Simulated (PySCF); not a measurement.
PySCF input for C₄H₇BFN, SMILES B(C)(F)C=C=CN, IEF-PCM-M06-2X/def2-SVP. Coordinates come from a B3LYP-D3(BJ)/def2-SVP optimisation. The structure was generated by enumeration; whether it is a known compound was not checked. One conformer was computed; it need not be the lowest.

```python
import numpy as np
from pyscf import gto, scf, dft
from pyscf.solvent import pcm

mol = gto.M(
    atom='''
    C    -1.83070408   -0.66679821    0.77869917
    B    -1.44959998    0.44414043   -0.25885593
    F    -2.42642646    1.25139647   -0.70278888
    C    -0.02340548    0.69785991   -0.83154548
    C     1.01798671   -0.03467838   -0.47543734
    C     1.98577738   -0.82494673   -0.05854250
    N     2.76057398   -0.68090526    1.10273104
    H    -2.32061702   -0.21164670    1.65769055
    H    -2.57943953   -1.34788114    0.33545554
    H    -0.97214442   -1.26264902    1.11891583
    H     0.12146990    1.51137988   -1.56085618
    H     2.19110723   -1.73644030   -0.63489271
    H     2.68713409    0.23633746    1.53453196
    H     3.73638272   -0.93465310    0.97037407
    ''',
    basis='def2-SVP',
    charge=0,
    spin=0,
    max_memory=1600,
    verbose=3,
)
mf = dft.RKS(mol, xc='m06-2x').density_fit(auxbasis='def2-universal-jkfit')
mf.grids.level = 4
mf.conv_tol = 1e-9
mf.max_cycle = 100
mf.kernel()
res = {}
for name, eps in {'water': 78.355, 'dimethylsulfoxide': 46.826, 'methanol': 32.613}.items():
    s = mf.PCM()
    s.with_solvent.method, s.with_solvent.eps, s.with_solvent.lebedev_order = 'IEF-PCM', eps, 17
    s.kernel(mf.make_rdm1())
    res[name] = (s.e_tot, eps, s.dip_moment(), s.mo_energy, s.converged)
    print(f'{name}: electrostatic solvation free energy {(s.e_tot - mf.e_tot) * 627.509474:.3f} kcal/mol')
```

Program output:

```
converged SCF energy = -335.700226256922

WARN: PCM is an experimental feature. It is still in testing.
Features and APIs may be changed in the future.

converged SCF energy = -335.709468229787
Dipole moment(X, Y, Z, Debye):  3.42673, -0.80854,  0.79168
water: electrostatic solvation free energy -5.799 kcal/mol

WARN: PCM is an experimental feature. It is still in testing.
Features and APIs may be changed in the future.

converged SCF energy = -335.709338805347
Dipole moment(X, Y, Z, Debye):  3.41851, -0.80646,  0.78973
dimethylsulfoxide: electrostatic solvation free energy -5.718 kcal/mol

WARN: PCM is an experimental feature. It is still in testing.
Features and APIs may be changed in the future.

converged SCF energy = -335.709200244475
Dipole moment(X, Y, Z, Debye):  3.40968, -0.80420,  0.78760
methanol: electrostatic solvation free energy -5.631 kcal/mol
```

The calculation finished and met its thresholds.

Cost: about 90 core-seconds (a rough figure).
